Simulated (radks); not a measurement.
All-electron atom: In32+ in [Ne] 3s2 3p5 (the NIST ground configuration). Calculated with a radial shooting solver on a logarithmic mesh with Libxc functionals: Dirac Kohn-Sham, PBEsol, spin-unpolarised, spherical densities, point nucleus; open shells are shared between the two j in proportion to 2j + 1.

Unscreened Slater integrals over Kohn-Sham orbitals (cm^-1). Large and small components are both included.

| integral | value |
|---|---|
| F0(3p3/2,3p3/2) | 638880 |
| F2(3p3/2,3p3/2) | 321100 |
| F0(3p3/2,3p1/2) | 647270 |
| G2(3p3/2,3p1/2) | 322910 |
| F0(3p3/2,3s1/2) | 631390 |
| G1(3p3/2,3s1/2) | 409590 |
| F0(3p3/2,2p3/2) | 846200 |
| F2(3p3/2,2p3/2) | 214600 |
| G0(3p3/2,2p3/2) | 85381 |
| G2(3p3/2,2p3/2) | 93659 |
| F0(3p1/2,3p1/2) | 656140 |
| F0(3p1/2,3s1/2) | 639270 |
| G1(3p1/2,3s1/2) | 408100 |
| F0(3p1/2,2p3/2) | 865550 |
| G2(3p1/2,2p3/2) | 92803 |
| F0(3s1/2,3s1/2) | 625610 |
| F0(3s1/2,2p3/2) | 819880 |
| G1(3s1/2,2p3/2) | 82809 |
| F0(2p3/2,2p3/2) | 1779000 |
| F2(2p3/2,2p3/2) | 847650 |
